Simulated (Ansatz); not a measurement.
CH$_{6}$BPSi, SMILES `PB1C[SiH2]1`, one more setting.

```yaml
crystal:
  periodic: [false, false, false]
  atoms:
    - {symbol: P, position_ang: [-1.908448, 0.843416, -0.986168]}
    - {symbol: B, position_ang: [-0.500956, -0.062029, -0.346851]}
    - {symbol: C, position_ang: [0.411454, -1.112404, 0.185760]}
    - {symbol: Si, position_ang: [1.317520, 0.363122, 1.074556]}
    - {symbol: H, position_ang: [-1.679912, 0.456375, -2.241858]}
    - {symbol: H, position_ang: [-1.384868, 2.026265, -1.299303]}
    - {symbol: H, position_ang: [0.728399, -1.738687, -0.985629]}
    - {symbol: H, position_ang: [0.285135, -1.955271, 0.878363]}
    - {symbol: H, position_ang: [1.900292, 1.256790, 0.883711]}
    - {symbol: H, position_ang: [1.440601, -0.321165, 2.349683]}
basis:
  gaussian: {orbitals: def2-SVPD}
magnetization: {spin_polarized: true, initial_magnetization: 0}
hamiltonian: {xc: {name: PBE0}, dispersion: d4}
```

```sh
$ ansatz run in.yaml --threads 2 --pin off --events-out ev --progress --plain --max-ram 4352MiB
```

Shortened log:

```
Functional definition: PBE0
1202 factors; their error is unknown
mean field evaluation 1: about -18949.6631 eV, gradient 2.9e1 eV
mean field evaluation 2: about -18943.9281 eV, gradient 4.1e1 eV
mean field evaluation 4: about -18954.2795 eV, gradient 3.1e0 eV
mean field evaluation 8: about -18954.3519 eV, gradient 3.5e-2 eV
mean field evaluation 16: about -18954.4890 eV, gradient 4.1e-5 eV
mean field -18954.48897437 eV, -696.5646219940 hartree, gradient 4.1e-5 eV, S^2 0.000000; 2 other end points of the search recorded, 0 dependent functions left out
reference -18954.48901535 eV, -696.5646235000 hartree; 23, 23 occupied and 113, 113 virtual orbitals, 1202 factors
Total energy: -18954.68858461 eV, -696.5719575352 hartree
```

Run time 10 s (2 threads of an Arm Neoverse N1 on a shared host); peak host memory 0.4 GiB.
